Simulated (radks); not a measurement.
Neutral thallium, configuration [Xe] 4f11.5 5d10 6s2 6p3.5 (fractional occupations, a model configuration).

Method: scalar-relativistic Kohn-Sham, SCAN, spin-polarised, spherical densities, finite nucleus; open shells are filled with parallel spins first (spin-orbit coupling, left out, can overturn this in heavy ions); meta-GGA in the generalised Kohn-Sham scheme; Fermi nuclear charge, rms radius 5.4759 fm; computed with a radial shooting solver on a logarithmic mesh with Libxc functionals.

Energy parts (hartree):
total: -20231.5350
kinetic: 22778.0153
electron-nucleus: -50328.0962
Hartree: 7695.4749
exchange-correlation: -376.9290

Orbitals (lengths in bohr, moments of r in powers of bohr):
\begin{tabular}{lrrrr}
orbital & occ. & eigenvalue (hartree) & <r^2> & <1/r> \\ \hline
1s up & 1 & -3150.651 & 0.0003690 & 99.39 \\
1s down & 1 & -3150.650 & 0.0003690 & 99.39 \\
2s up & 1 & -563.7248 & 0.005603 & 23.35 \\
2s down & 1 & -563.7183 & 0.005603 & 23.35 \\
2p up & 3 & -485.0849 & 0.004756 & 20.59 \\
2p down & 3 & -485.0790 & 0.004756 & 20.59 \\
3s up & 1 & -136.7906 & 0.03603 & 8.661 \\
3s down & 1 & -136.7027 & 0.03600 & 8.665 \\
3p up & 3 & -114.0337 & 0.03726 & 7.852 \\
3p down & 3 & -113.9387 & 0.03722 & 7.857 \\
3d up & 5 & -90.35945 & 0.03094 & 7.366 \\
3d down & 5 & -90.28010 & 0.03090 & 7.370 \\
4s up & 1 & -32.24172 & 0.1706 & 3.747 \\
4s down & 1 & -32.07254 & 0.1708 & 3.743 \\
4p up & 3 & -24.67834 & 0.1940 & 3.386 \\
4p down & 3 & -24.51667 & 0.1944 & 3.381 \\
4d up & 5 & -15.79885 & 0.2161 & 3.055 \\
4d down & 5 & -15.63921 & 0.2168 & 3.049 \\
4f up & 7 & -6.05751 & 0.2382 & 2.689 \\
4f down & 4.5 & -5.88897 & 0.2407 & 2.681 \\
5s up & 1 & -5.85148 & 0.8062 & 1.608 \\
5s down & 1 & -5.81012 & 0.8132 & 1.599 \\
5p up & 3 & -3.66569 & 1.035 & 1.395 \\
5p down & 3 & -3.63844 & 1.042 & 1.388 \\
5d up & 5 & -1.14252 & 1.735 & 1.076 \\
5d down & 5 & -1.11784 & 1.725 & 1.075 \\
6s up & 1 & -0.59473 & 5.499 & 0.5817 \\
6s down & 1 & -0.53346 & 5.305 & 0.5929 \\
6p up & 3 & -0.22058 & 9.672 & 0.4345 \\
6p down & 0.5 & -0.14997 & 10.25 & 0.4319 \\
\end{tabular}

The highest occupied level is 6p down at -4.081 eV. The spin density at the nucleus is -8.87 e/bohr^3 (1s -0.38, 2s -4.42, 3s -40.62, 4s 22.73, 5s 28.73, 6s -14.90). The electron density at the nucleus is 2.72e+06 e/bohr^3 (large components only). Summed over all electrons, <r^2> = 77.17 bohr^2, which gives a Langevin (diamagnetic) susceptibility term of -61.1 x 10^-6 cm^3/mol. Spin moment in Bohr magnetons: 5.
